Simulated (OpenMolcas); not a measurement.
## Fe4+, Ru4+, Os4+: d4 down the group

```json
{"Program": "OpenMolcas", "Method": "SS-RASPT2, IPEA 0.25 Eh, imaginary shift 0.1 Eh", "Basis": "ANO-R2", "Scalar Hamiltonian": "X2C, finite nucleus", "Spin-orbit coupling": "RASSI with atomic mean-field integrals over the reference wave functions, term energies averaged over their components"}
```

Active space for each ion: 10 electrons in 8 orbitals (RAS1 p, at most 2 holes; RAS2 d); closed shells correlated by CASPT2: Fe4+ 3s; Ru4+ 4s; Os4+ 5s.

Computed levels in cm-1 above 5D0:

| Level | Fe4+ | Ru4+ | Os4+ |
| --- | --- | --- | --- |
| 5D1 | 151 | 502 | 4500 |
| 5D2 | 442 | 1341 | 8450 |
| 5D3 | 858 | 2390 | 11520 |
| 5D4 | 1382 | 3570 | 13600 |
| 3P0(1) | 24630 | 17200 | 19520 |
| 3H4 | 25310 | 18250 | 21600 |
| 3P1(1) | 25540 | 19720 | 26430 |
| 3H5 | 25640 | 19450 | 26830 |
| 3H6 | 26000 | 20420 | 29120 |
| weight of 5D in the lowest level (%) | 100 | 97 | 64 |

Mixed levels, with the weight of the term that names them: Os4+ 5D0 (64 %), Os4+ 5D4 (69 %), Os4+ 3P0(1) (51 %), Os4+ 3H4 (56 %), Os4+ 3H6 (74 %).

Measured, with the error of the calculation in %. Measured levels: Fe4+ from Corliss and Sugar, J. Phys. Chem. Ref. Data 11, 135 (1982); Os4+ from the list in Palmeri et al., Atoms 14, 22 (2026).

```tsv
Level	Fe4+	Os4+
5D1	142 (+6.1)	4311 (+4.5)
5D2	417 (+6.0)	8083 (+4.5)
5D3	803 (+6.9)	11018 (+4.6)
5D4	1283 (+7.8)	12966 (+4.9)
3P0(1)	24055 (+2.4)	
3H4	24932 (+1.5)	20374 (+6.0)
3P1(1)	24973 (+2.3)	24680 (+7.1)
3H5	25226 (+1.6)	25344 (+5.9)
3H6	25528 (+1.8)	27669 (+5.2)
```

The fine-structure level 5D4 changes by a factor of 9.84 from Fe4+ to Os4+.

Without spin-orbit coupling 3P(1) lies 25430, 18880, 16620 cm-1 above 5D in that order; the difference to the level 3P0(1), of either sign, comes from spin-orbit coupling, which also lowers the zero.

Term energies are means over components that CASPT2 splits; among the terms shown or strongly mixed into the levels shown the widest spread is 110 cm-1 (5d4 3G, Os4+). Active for correlation alone: 3p; no level in the range computed is led by a configuration that opens it, so any true level of that kind is missing (holds for Fe4+). Active for correlation alone: 4p; no level in the range computed is led by a configuration that opens it, so any true level of that kind is missing (holds for Ru4+). Active for correlation alone: 5p; no level in the range computed is led by a configuration that opens it, so any true level of that kind is missing (holds for Os4+). Measured partners are found by configuration, term and J. A level has none where our copy of the source lacks it or the pairing is in doubt (some pairs that miss far off the trend of their configuration count as doubtful), and it then counts in no deviation. Levels of configurations outside the active space are missing.

A number in round brackets counts repeated terms of one configuration in the order of the reference energies.
